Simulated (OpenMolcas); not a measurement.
**Pb I: CASPT2 settings compared**

* Program: OpenMolcas
* Basis: ANO-RCC-VQZP [9s8p6d4f3g]
* Scalar Hamiltonian: DKH2, point nucleus
* Active space: 4 electrons in 4 orbitals (6s 6p)
* State averaging: 2S+1 = 3 even, 3 roots; 2S+1 = 1 even, 6 roots kept (CI in the orbitals of an earlier block); 2S+1 = 5 odd, 1 root
* Spin-orbit coupling: state interaction with AMFI integrals over the reference wave functions, term energies averaged over their components

Methods on the same reference wave functions:
A. CASSCF
B. SS-CASPT2, IPEA 0.75 Eh, imaginary shift 0.15 Eh (closed shells correlated: 5d)
C. SS-CASPT2, IPEA 0.75 Eh, imaginary shift 0.25 Eh (closed shells correlated: 4f 5s 5p 5d)
D. XMS-CASPT2, IPEA 0.1 Eh, real shift 0.2 Eh (closed shells correlated: none)

Energies in cm-1 above 6s2 6p2 3P0, the measured ground level; measured values from NIST Handbook of Basic Atomic Spectroscopic Data.

```tsv
Level	A	B	C	D	Measured
6s2 6p2 3P0	0.0	0.0	0.0	0.0	0.0
6s2 6p2 3P1	6701	6870	6870	6980	7819
6s2 6p2 3P2 [56 %]	10301	9330	9300	9760	10650
6s2 6p2 1D2 [56 %]	20514	18640	18610	19210	21458
6s2 6p2 1S0	28949	27910	27910	27280	29467
```

Deviations, from unrounded energies. A percentage is the sum of absolute deviations over the sum of measured energies, with the sign that they share, or ± where signs differ.

```csv
Against measurement,Levels,A,B,C,D
mean absolute deviation (cm-1),4,730,1700,1700,1500
fine structure of the ground term (%),2,-7.9,-12.3,-12.5,-9.3
other terms of the ground configuration (%),2,-2.9,-8.6,-8.7,-8.7
```

A lies closest to measurement on these levels and C furthest from it. The largest miss of A in the table is 6s2 6p2 3P1, by -1100 cm-1. The ranking rests on the paired levels alone, and a cruder setting can come out closer through cancelling errors.

Among B to D the level of the table that moves most is 6s2 6p2 1S0, by 630 cm-1 (lowest in D, highest in C). Moves below CASPT2's spread within the term are not significant.

The mean deviations of B to D differ by less than CASPT2's widest spread within a term (170 cm-1), so their order carries little weight.

From A to B the spin-free energies of the other terms of 6s2 6p2 shown, above 3P, scale by factors of 0.58 to 0.91.

The lowest spin-free term lies below A's lowest term by 0.457 hartree in B, 0.865 hartree in C, 0.041 hartree in D.

CASPT2 does not keep the components of a term degenerate, so their means are used; among the terms shown or strongly mixed into the levels shown the widest spread is 170 cm-1 (6s2 6p2 1D, B). Terms from blocks run as CI alone lack orbitals of their own. Spin-orbit splittings of 6p shells tend to come out small when the coupling is added on scalar orbitals. Computed and measured levels are paired by configuration, term and J; levels that our copy of the source lacks, or whose pairing is in doubt (as where it misses far off the trend of its configuration), stay unpaired and out of the deviations. Where the source uses jj or jK labels, the order within each J decides. Levels of configurations outside the active space are missing. Levels that lie high or do not pair safely by name in every column are left out.

A share in square brackets marks a mixed level and gives the weight of the term that names it, the lowest over the columns.
